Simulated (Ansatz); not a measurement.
Reactions of C$_{3}$H$_{10}$Sn, SMILES `CC[CH2][SnH3]`.

Isolated molecules relaxed with PBE0-D4/def2-TZVP in Ansatz; ΔE leaves out vibrations. CCSD(T)/CBS is the MP2 limit (def2-TZVPP, def2-QZVPP) plus CCSD(T) − MP2 in def2-TZVPP, frozen cores. This one scheme is used for every species. DFT in def2-TZVPP. Elements past krypton have def2 core potentials. For Br, Sn outer-core shells are correlated without core-valence functions, which leaves a few kJ/mol of doubt a bond. Scalar relativity is left out up to krypton. One conformer a species, not always the lowest.

```
                                               reaction  PBE-D4 (kJ/mol)  CCSD(T)/CBS(def2) (kJ/mol)
`CC[CH2][SnH3]` + `O[SiH3]` → `[SiH3][O][SnH3]` + `CCC`              -53                         -58
    `CC[CH2][SnH3]` + `OBOCF` → `OB[O][SnH3]` + `CCCCF`              -73                         -83
    `CC[CH2][SnH3]` + `OCO` → `CCC(O)O` + `[CH3][SnH3]`              -29                         -30
          `CC[CH2][SnH3]` + H₂O → `OC[CH2][SnH3]` + CH₄               30                          39
           `CC[CH2][SnH3]` + HBr → `[Br][SnH3]` + `CCC`             -127                        -128
```

Largest T1 diagnostic: 0.014, for `OB[O][SnH3]`.
